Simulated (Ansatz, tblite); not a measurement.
Removing an electron: InP2⁻. Total charge -1; singlet. Geometry: r2SCAN-D4/def2-TZVPD. Ansatz, gas phase; energy differences of separate SCF runs; the oxidised species was run as a doublet alone.

Cartesian coordinates in Å:
```
In -1.376 -0.137 -0.870
P 0.512 -0.846 0.857
P 0.864 0.982 0.014
```

In the def2 sets In takes a core potential; there is no spin–orbit coupling. The xTB rows come from tblite. Correlated methods freeze 14 core orbitals; core or outer-core shells of In are correlated, in sets that lack core-valence functions. In CCSD on the charge 0 doublet the largest single amplitude is 0.19, so its Hartree–Fock determinant may place the open shell otherwise than the density functionals do. The structure comes from a short search, and lower isomers may exist.

```csv
level,−HOMO (eV),vertical IE (eV),−LUMO (eV),HOMO–LUMO gap (eV),remarks
GFN1-xTB,4.19,5.41,3.41,0.78,–
GFN2-xTB,3.33,5.74,2.89,0.44,–
PBE-D4/def2-TZVPD,-0.70,1.68,-1.33,0.63,HOMO above zero (-1 singlet)
r2SCAN-D4/def2-TZVPD,-0.56,1.69,-1.37,0.80,HOMO above zero (-1 singlet)
PBE0-D4/def2-TZVPD,0.08,1.70,-2.12,2.20,–
CCSD/def2-TZVPPD,–,1.63,–,–,"large T1 (0.021) (-1 singlet), large T1 (0.056) (doublet), restricted SCF unstable (-1 singlet), spin-contaminated (⟨S²⟩ 1.20) (doublet)"
CCSD(T)/def2-TZVPPD,–,1.72,–,–,"large T1 (0.021) (-1 singlet), large T1 (0.056) (doublet), restricted SCF unstable (-1 singlet), spin-contaminated (⟨S²⟩ 1.20) (doublet)"
```

Run but left out: HF/def2-TZVPPD (singlet: restricted singlet, unstable towards broken spin symmetry); MP2/def2-TZVPPD (neutral doublet: ⟨S²⟩ 1.20, where a pure state has 0.75).  A HOMO above zero means that the electron is unbound at that level or that self-interaction error raises the level; the energy of removing that electron tells which. Raw xTB energy differences between charge states are shifted by several eV; the methods need an empirical correction for them.
